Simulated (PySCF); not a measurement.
Species: CH₃O₂, charge 0, multiplicity 2. It need not be the lowest isomer of its formula. 
Coordinates optimised at B3LYP-D3(BJ)/def2-TZVP (Ansatz):
SMILES: [O]CO
```xyz
6

O     -1.0765     0.5026     0.2589
C     -0.1932    -0.4055    -0.1144
O      1.1593    -0.0281    -0.1621
H     -0.4514    -0.8247    -1.1074
H     -0.3238    -1.2660     0.5902
H      1.2720     0.7276     0.4291
```
Charge 0, spin multiplicity 2.

Dispersion corrections to the total energy (kcal/mol) from the dftd3 and dftd4 libraries through PySCF: D3(BJ) without and D4 with the three-body term, each with the damping fitted for the functional named.

| functional | D3(BJ) | D4 |
|---|---|---|
| B3LYP | -2.37 | -2.01 |
| B2GP-PLYP | -0.68 | -0.49 |
| HSE06 | (withheld) | -0.92 |
| TPSSh | -1.53 | -1.53 |
| revPBE | -4.00 | (withheld) |
| TPSS | -1.72 | -1.70 |
| HF | -14.30 | (withheld) |

Some entries are withheld; supply them.


- HSE06, D3(BJ): -0.76
- revPBE, D4: -5.18
- HF, D4: -5.60
